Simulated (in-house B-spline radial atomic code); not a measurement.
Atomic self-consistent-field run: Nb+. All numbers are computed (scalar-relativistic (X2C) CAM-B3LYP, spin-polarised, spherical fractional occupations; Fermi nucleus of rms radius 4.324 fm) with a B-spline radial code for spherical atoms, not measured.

In the input, 3d5,1 would mean five up and one down electron.

Command:
```bash
python run_scf.py task.json out
```
Settings (nuclear radius in fm, mass in u):
```
Z                41
configuration    1s2 2s2 2p6 3s2 3p6 3d10 4s2 4p6 4d4,0
hamiltonian      x2c
method           camb3lyp
spin_polarised   True
nucleus          fermi
rms_radius       4.324
atomic_mass      92.90637
speed_of_light   137.035999084
```

Output (hartree, bohr):
```
 radial grid: 82 intervals, B-splines of order 8, outer radius 60 bohr

 iter        energy (Eh)    residual
    1       -3815.975657    4.16e-01
    2       -3817.482498    1.97e-01
    3       -3819.194206    3.30e-02
    4       -3819.257447    8.21e-03
    5       -3819.261909    5.48e-03
    6       -3819.262490    1.29e-03
    7       -3819.262541    7.38e-04
    8       -3819.262556    1.16e-04
    9       -3819.262557    1.07e-05
   10       -3819.262557    6.58e-07
   11       -3819.262557    9.32e-08

 total energy                     -3819.26256
 kinetic                            3953.4026
 electron-nucleus                  -9214.7831
 Hartree                            1562.0391
 exact exchange                      -25.5917
 exchange-correlation                -94.3294

 orbital      occ     eigenvalue          <r>       <r^2>       <1/r>       r_max
 1s up      1.000      -692.7685    0.0356061  0.00172126     43.7341     0.02292
 1s down    1.000      -692.7692    0.0356061  0.00172125     43.7342     0.02292
 2s up      1.000       -97.7062     0.157602    0.029346     9.77099      0.1331
 2s down    1.000       -97.6920     0.157592   0.0293424     9.77177      0.1331
 2p up      3.000       -87.2650     0.137535   0.0231352     9.29842      0.1062
 2p down    3.000       -87.2535     0.137522   0.0231307     9.29918      0.1062
 3s up      1.000       -16.7846     0.442721    0.224765     3.30241      0.3955
 3s down    1.000       -16.7769     0.442713    0.224726     3.30186      0.3955
 3p up      3.000       -13.3509     0.445385    0.231108     3.10208      0.3893
 3p down    3.000       -13.3420     0.445339    0.231005     3.10165      0.3893
 3d up      5.000        -7.7274     0.432867    0.225935     2.85508      0.3345
 3d down    5.000        -7.7114     0.432903    0.225876     2.85418      0.3347
 4s up      1.000        -2.6045      1.16653     1.54508     1.16982       1.035
 4s down    1.000        -2.5206      1.15867      1.5247     1.18024       1.029
 4p up      3.000        -1.6950       1.3122     1.97973     1.02155       1.128
 4p down    3.000        -1.5881      1.30135     1.94801     1.03253       1.119
 4d up      4.000        -0.4253      2.03334     5.04004    0.659778       1.499
```

Run time, properties included: 1.6 s on 1 thread of Arm Neoverse V2, with other jobs on the host.

Caution: exact exchange at fractional occupations of open shells leaves self-interaction of up to several eV.

One-electron X2C: radii and densities carry no picture-change correction, so inner-shell <1/r> comes out high (for 1s by about 2 % at Z = 33, 5 % at 54, 10 % at 75, 30 % at 118) and <r> low.
